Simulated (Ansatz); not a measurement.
Diatomic InNi, multiplicity 4 (an upper state: multiplicity 2 came lower at PBE0/def2-TZVPP). No spin–orbit coupling. Ni is treated without relativity.

Constants: fifth-degree fit in 1/R to seven points, most abundant isotopes. In def2 and cc sets the state is the lowest found near the PBE0 minimum, followed along R.

Codes used: Ansatz (an electronic-structure program). Values without a source in brackets are computed. In def2 rows elements past Kr take small-core potentials, without spin–orbit coupling.

```
level               r_e (Å)  ω_e (cm⁻¹)  α_e (cm⁻¹)  B_e (cm⁻¹)  dipole (D)
------------------  -------  ----------  ----------  ----------  ----------
PBE/def2-TZVPP        2.507         186     0.00049      0.0697        0.85
PBE0/def2-TZVPP       2.520         178     0.00050      0.0689        1.19
wB97X-V/def2-TZVPP    2.521         177     0.00054      0.0689        1.56
```
